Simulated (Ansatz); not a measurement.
## Ligand exchange: GeH3(SH) + GaH(CH3)(SH) → GeH2(SH)2 + GaH2(CH3)

Species: GeH3(SH), singlet; GaH(CH3)(SH), singlet; GeH2(SH)2, singlet; GaH2(CH3), singlet. The partners trade H for SH: Ge–H and Ga–SH bonds give way to Ge–SH and Ga–H.

Shapes, held fixed at every level: PBE0-D4/def2-TZVP. Flexible molecules stand in one conformer, not always the lowest. Programs: Ansatz 0.2.0. Electronic energies: no zero-point or thermal term.

```json
{"level": "HF/def2-TZVPP", "kind": "Hartree–Fock", "ΔE (kJ/mol)": "+61.8", "less CCSD(T)/def2-TZVPP": "-0.2"}
{"level": "BHLYP-D4/def2-TZVPP", "kind": "global hybrid", "ΔE (kJ/mol)": "+60.6", "less CCSD(T)/def2-TZVPP": "-1.4"}
{"level": "PBE0-D4/def2-TZVPP", "kind": "global hybrid", "ΔE (kJ/mol)": "+59.5", "less CCSD(T)/def2-TZVPP": "-2.5"}
{"level": "wB97M-V/def2-TZVPP", "kind": "range-separated hybrid", "ΔE (kJ/mol)": "+58.7", "less CCSD(T)/def2-TZVPP": "-3.3"}
{"level": "B2PLYP/def2-TZVPP", "kind": "double hybrid", "ΔE (kJ/mol)": "+61.5", "less CCSD(T)/def2-TZVPP": "-0.5"}
{"level": "MP2/def2-TZVPP", "kind": "perturbation theory", "ΔE (kJ/mol)": "+61.3", "less CCSD(T)/def2-TZVPP": "-0.7"}
{"level": "CCSD/def2-TZVPP", "kind": "coupled cluster or CI", "ΔE (kJ/mol)": "+62.1", "less CCSD(T)/def2-TZVPP": "+0.1"}
{"level": "CCSD(T)/def2-TZVPP", "kind": "coupled cluster or CI", "ΔE (kJ/mol)": "+62.0", "less CCSD(T)/def2-TZVPP": "0.0"}
```

The highest level, CCSD(T)/def2-TZVPP, gives ΔE = +62.0 kJ/mol; the levels span +58.7 to +62.1. The column of differences is taken from that level and isn't an error. No measured value is set beside it here. Relativity is left out for Ga, Ge. Outer-core shells of Ga, Ge are correlated, in sets that cover them unevenly.
